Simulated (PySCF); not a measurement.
## Polarisability and C₆ of Be (beryllium, neutral)

[He] 2s2, closed-shell 1S. All numbers are calculated (PySCF 2.14, the spin-free X2C one-electron Hamiltonian (Gaussian nucleus), in aug-cc-pVQZ-DK). Coupled (time-dependent) response in atomic units; α is the mean over directions.

```json
{"method": "UHF", "mean α (bohr³)": "45.57", "C₆ (like pair)": "282.3", "S(−4)": "1427"}
{"method": "PBE", "mean α (bohr³)": "42.89", "C₆ (like pair)": "257.2", "S(−4)": "1274"}
{"method": "PBE0", "mean α (bohr³)": "42.95", "C₆ (like pair)": "258.0", "S(−4)": "1273"}
{"method": "M06", "mean α (bohr³)": "43.05", "C₆ (like pair)": "244.6", "S(−4)": "1438"}
{"method": "BP86", "mean α (bohr³)": "43.28", "C₆ (like pair)": "261.0", "S(−4)": "1294"}
```

S(−4) is the Cauchy moment in α(ω) = α(0) + S(−4) ω² + …

Reference α: 37.74 ± 0.03 bohr³ (recommended; Schwerdtfeger and Nagle, table of static dipole polarizabilities (2023 update)). Published C₆: 227.0 (Chu and Dalgarno (2004); Tang, Norbeck and Certain (1976)).

Hartree-Fock lies above the reference because it lacks correlation, which contracts the outer shell.

α(iu) at UHF:

```csv
u (hartree),α(iu) (bohr³)
0,45.57
0.0500,42.27
0.100,34.75
0.200,20.44
0.300,12.27
0.500,5.538
0.750,2.768
1.00,1.669
1.50,0.8139
2.00,0.4916
3.00,0.2452
5.00,0.1036
```

A single London oscillator, α(iu) = α/(1 + u²/ω²), gives C₆ = (3/4) ω α². Matching the computed C₆ needs ω = 4 × 282.3 / (3 × 45.57²) = 0.181 hartree.
